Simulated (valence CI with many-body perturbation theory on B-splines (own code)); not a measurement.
Valence orbitals of Zr18+

Level of theory: relativistic CI+MBPT: four valence electrons over a frozen Dirac-Fock core [Ar], a basis of 9 s, 9 p, 10 d, 8 f, 5 g, 3 h, 1 i functions for each j, with the one-electron correlation potential Σ1 (screened to all orders), the two-electron term Σ2, the three-electron term Σ3, Breit, model QED; selected single and double excitations, second order for the rest (own B-spline code, finite nucleus).

No measured levels were compared; by estimate terms of the open shell hold to 2 to 4 % of their energy, and close levels can change places. Core correlation moves these levels by up to 9100 cm⁻¹, and in measured spectra 5 to 20 % of such shifts remained as error; rates that hang on mixing are uncertain with them. Only levels of the ground parity were solved; by the run's estimate the other parity begins above the list, which can be wrong where configurations are misplaced.

These are the spectroscopic orbitals of the CI (the correlating ones are not listed), shaped by the core and the other valence electrons. h is the expectation value of the core's Dirac-Fock operator, without the valence repulsion; Σ1 is computed up to l = 3 at one energy for each symmetry, that of its lowest orbital but kept below the first core excitation, so for empty shells it is not the orbital's own correlation shift; Breit and QED include the response of the core.

```
Orbital  h (hartree)  Σ1 (cm⁻¹)  Breit (cm⁻¹)  QED (cm⁻¹)  ⟨r⟩ (bohr)
  4s1/2      -20.149      -6886          1031         737      0.8903
  5s1/2      -12.028      -2469           485         350       1.493
  6s1/2      -8.0034      -1201           262         190       2.257
  4p1/2      -19.017      -7834          1590       -60.5      0.9050
  5p1/2      -11.487      -2872           774       -28.7       1.527
  6p1/2      -7.7038      -1413           427       -15.7       2.311
  4p3/2      -18.799      -7626          1003         9.4      0.9166
  5p3/2      -11.385      -2833           488         5.0       1.541
  6p3/2       -7.648      -1401           277         2.9       2.328
  3d3/2      -33.762     -21422          1946        -279      0.3877
  4d3/2      -17.084      -7530           623       -65.0      0.9180
  5d3/2      -10.583      -3026           307       -30.2       1.582
  3d5/2      -33.627     -21039           656        -197      0.3900
  4d5/2      -17.041      -7452           256       -42.3      0.9208
  5d5/2      -10.562      -2992           127       -19.4       1.586
  4f5/2      -15.498     -12464          -8.1       -27.3      0.8764
  5f5/2      -9.8733      -5601          -4.7       -14.7       1.571
  4f7/2      -15.488     -11960           -99       -20.9      0.8773
  5f7/2      -9.8673      -5351         -50.4       -11.2       1.572
  5g7/2      -9.5365                     -0.9        -2.0       1.437
  5g9/2      -9.5342                     -6.2        -0.5       1.438
```

Among the shells of the start configuration 3d4, Σ1 is largest in size for 3d3/2, where it is 0.29 % of h.

Lowest root of each symmetry, sizes in configuration state functions:

| J | Parity | Roots | Reference | Variational | Second order | Change by selected CI (cm⁻¹) | Change by second order (cm⁻¹) |
| --- | --- | --- | --- | --- | --- | --- | --- |
| 0 | even | 5 | 19 | 7159 | 28825 | -8026 | -2 |
| 1 | even | 4 | 43 | 17076 | 64665 | -7651 | -3 |
| 2 | even | 8 | 61 | 25316 | 89644 | -7471 | -4 |
| 3 | even | 6 | 57 | 24080 | 138537 | -7467 | -11 |
| 4 | even | 7 | 48 | 24769 | 90542 | -7634 | -11 |
| 5 | even | 2 | 29 | 22377 | 10578 | -9821 | -9 |
| 6 | even | 2 | 15 | 18901 | 7491 | -9840 | -5 |
